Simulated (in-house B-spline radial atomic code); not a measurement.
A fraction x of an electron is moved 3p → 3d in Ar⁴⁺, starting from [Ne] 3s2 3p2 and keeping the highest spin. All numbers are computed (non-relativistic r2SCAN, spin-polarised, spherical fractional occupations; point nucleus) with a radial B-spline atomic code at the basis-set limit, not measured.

```
    x  E(x) - E(0) (eV)  3p up level (eV)  3d up level (eV)
    0            0.0000           -67.383                 -
0.125            3.0700           -67.461           -42.920
 0.25                 ?                 ?                 ?
0.375                 ?                 ?                 ?
  0.5           12.2549           -67.678           -43.232
0.625           15.3087           -67.744           -43.330
 0.75           18.3583           -67.806           -43.426
0.875           21.4037           -67.865           -43.519
    1           24.4445           -67.919           -43.611
```

Question: What belongs in the row x = 0.25?

Answer: An energy change of 6.1356 eV; 3p up at -67.536 eV, 3d up at -43.028 eV.

Question: What belongs in the row x = 0.375?

Answer: An energy change of 9.1972 eV; 3p up at -67.609 eV, 3d up at -43.131 eV.

Question: Check Janak's theorem between x = 0.5 and 0.625.

Answer: The slope of the energy is 24.43 eV; the orbital levels give 24.43 eV (ε of the receiving orbital less ε of the emptying one, averaged over the two points).
